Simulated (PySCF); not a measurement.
Compound: C₅H₆F₂O.
Numbering: `[F:1][CH:2]([F:3])[O:4][C@:5]12[CH2:6][C@H:7]1[CH2:8]2` (hydrogens: H9 on C2; H10, H11 on C6; H12 on C7; H13, H14 on C8)

Level: wB97X-D/def2-SVPD in PySCF, non-relativistic, on one gas-phase PBE0-D3(BJ)/def2-SVP geometry that isn't relaxed in the solvent. The solvent is an IEF-PCM continuum (Bondi radii, 1.10 Å for H, scaled by 1.2), and excitations are vertical TDDFT with non-equilibrium linear response and a frozen core. The model holds no explicit solvent molecules, cavitation or dispersion.

Gas-phase singlets (H = HOMO, L = LUMO):

```json
{"state": "S1", "E (eV)": "7.565", "λ (nm)": "164", "f": "0.036", "leading configurations": "H→L 85%"}
{"state": "S2", "E (eV)": "7.829", "λ (nm)": "158", "f": "0.009", "leading configurations": "H→L+1 79%, H→L+3 10%"}
{"state": "S3", "E (eV)": "8.248", "λ (nm)": "150", "f": "0.096", "leading configurations": "H→L+4 76%, H→L+2 9%"}
{"state": "S4", "E (eV)": "8.288", "λ (nm)": "150", "f": "0.017", "leading configurations": "H→L+2 74%"}
{"state": "S5", "E (eV)": "8.650", "λ (nm)": "143", "f": "0.012", "leading configurations": "H-1→L 41%, H→L+5 15%, H→L+6 13%"}
```

Task: How does the list change in benzene (ε = 2.271)?

Result: 
```csv
state,E (eV),λ (nm),f,leading configurations,change by rank (eV)
S1,7.551,164,0.045,H→L 82%,-0.014
S2,7.863,158,0.010,"H→L+1 75%, H→L+3 14%",+0.034
S3,8.179,152,0.146,H→L+4 82%,-0.069
S4,8.276,150,0.009,"H→L+2 75%, H→L+3 12%",-0.012
S5,8.625,144,0.007,"H→L+6 29%, H→L+5 16%, H→L+3 14%",-0.025
```

Task: How does the list change in acetone (ε = 20.49)?

Result: 
```tsv
state	E (eV)	λ (nm)	f	leading configurations	change by rank (eV)
S1	7.572	164	0.039	H→L 76%, H→L+1 13%	+0.007
S2	7.920	157	0.012	H→L+1 60%, H→L+3 21%	+0.091
S3	8.171	152	0.136	H→L+4 80%	-0.077
S4	8.294	149	0.004	H→L+2 61%, H→L+3 29%	+0.006
S5	8.592	144	0.007	H→L+6 36%, H→L+7 20%, H→L+2 11%	-0.058
```

Task: The ground-state energy changes by -0.178 eV from gas to acetone. By how much does the total energy of gas-phase S3 change?

Result: E(S3) = E(S0) + excitation energy, so it changes by -0.178 − 0.077 = -0.255 eV: it is lowered more than the ground state, which is what a red shift means. This is the vertical state, with the slow part of the continuum still set for S0.

Task: How do the frontier levels move from gas to acetone?

Result: 
```csv
orbital,gas (eV),solvent (eV),change (eV),"Löwdin shares, gas","Löwdin shares, solvent"
LUMO+2,3.02,3.15,+0.13,"C8 17 %, H14 12 %, H10 10 %, F3 10 %","C6 18 %, O4 14 %, F3 12 %, H11 11 %"
LUMO+1,2.74,3.00,+0.26,"C7 21 %, H12 20 %, O4 10 %, H9 9 %","C7 20 %, H12 17 %, O4 9 %, C2 8 %"
LUMO,2.33,2.52,+0.19,"C6 21 %, C2 14 %, H11 11 %, H9 10 %","C2 18 %, C6 14 %, C8 10 %, O4 8 %"
HOMO,-9.33,-9.12,+0.21,"C7 29 %, C5 25 %, O4 10 %, C6 10 %","C7 29 %, C5 25 %, C6 10 %, C8 10 %"
HOMO-1,-10.43,-10.29,+0.14,"O4 31 %, C8 18 %, C6 17 %, C5 14 %","O4 28 %, C8 19 %, C6 18 %, C5 14 %"
HOMO-2,-11.96,-11.77,+0.19,"C7 24 %, O4 16 %, C8 16 %, C6 13 %","C7 25 %, C8 16 %, O4 14 %, C6 14 %"
HOMO-3,-12.48,-12.31,+0.17,"O4 19 %, C7 15 %, C6 14 %, C8 10 %","C6 19 %, C8 17 %, C7 14 %, O4 14 %"
```

The HOMO–LUMO gap goes from 11.66 to 11.64 eV. Rows go by rank; for LUMO, LUMO+1 and LUMO+2 the atom shares or the degeneracy differ between the runs, so the row needn't follow one orbital.

Time: 35 s. Hardware: one thread, Arm Neoverse V1, on a shared host. This is the whole response run at wB97X-D/def2-SVPD in acetone, SCF included.

The values belong to the conformer `[F:1][CH:2]([F:3])[O:4][C@:5]12[CH2:6][C@H:7]1[CH2:8]2`: F1–C2–O4–C5 170°, C2–O4–C5–C6 -102°.

The pairwise dispersion term of wB97X-D wasn't added to the energies; at a given geometry it leaves orbitals and properties as they are.
